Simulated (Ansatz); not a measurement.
**Question.** Name a neutral molecule of Ga, S and H with HOMO energy (PBE0/def2-TZVPP) between -7.95 and -7.65 eV and vertical ionisation energy (CCSD(T)/def2-TZVPP) between 10.15 and 10.45 eV (Ansatz, PBE0-D4/def2-TZVP geometry).

**Answer.** `[SH2+][GaH3-]` (-7.89 eV, 10.44 eV). Other molecules can fit too; these were computed, each in one conformer that needn't be the lowest.
